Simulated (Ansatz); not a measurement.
Consider the ligand exchange at a W–Cl bond: `[OH][W]([F])([F])(=[S])[Cl]` + H–F → `[OH][W]([F])([F])([F])=[S]` + HCl.

Calculated with Ansatz (gas phase, PBE0-D4/def2-TZVP geometries, no zero-point term in ΔE). CCSD(T)/CBS adds triple-zeta CCSD(T) − MP2 to the extrapolated MP2 energy (def2 sets, frozen cores). This one scheme is used for every species. Functionals use def2-TZVPP. def2 core potentials past Kr. For W outer-core shells are correlated without core-valence functions, which leaves a few kJ/mol of doubt a bond. Each species was taken in one conformer, which may not be the lowest.

```
             level  ΔE (kcal/mol)  difference from CCSD(T)/CBS
       LDA (SPW92)          -18.6                         -2.9
         r2SCAN-D4          -20.6                         -4.9
           PBE0-D4          -18.1                         -2.4
        r2SCANh-D4          -20.4                         -4.7
          BHLYP-D4          -20.9                         -5.2
      CAM-B3LYP-D4          -22.8                         -7.1
           ωB97M-V          -21.1                         -5.4
               PBE          -18.8                         -3.1
              BLYP          -21.5                         -5.8
           r2SCANh          -20.7                         -5.0
             BHLYP          -22.8                         -7.1
RPA@PBE/def2-TZVPP          -17.8                         -2.1
  CCSD(T)/def2-SVP          -22.2                         -6.5
   CCSD/def2-TZVPP          -19.6                         -3.9
SCS-MP2/def2-QZVPP          -13.3                          2.4
    CCSD/CBS(def2)          -18.2                         -2.5
       CCSD(T)/CBS          -15.7                            0
```

Largest T1 diagnostic among the species: 0.022, so the coupled-cluster value is less sure than usual.

At CCSD(T), def2-SVP lies −6.5 kcal/mol from the extrapolated value and def2-TZVPP −1.3 kcal/mol. The D4 term adds +1.8 kcal/mol with B3LYP and +0.9 kcal/mol with PBE0; it sums over pairs of atoms, weighted by their polarisabilities, and B3LYP, whose exchange is more repulsive, gets the larger term.

B3LYP here is the variant with VWN-RPA as its local correlation; programs differ in this.
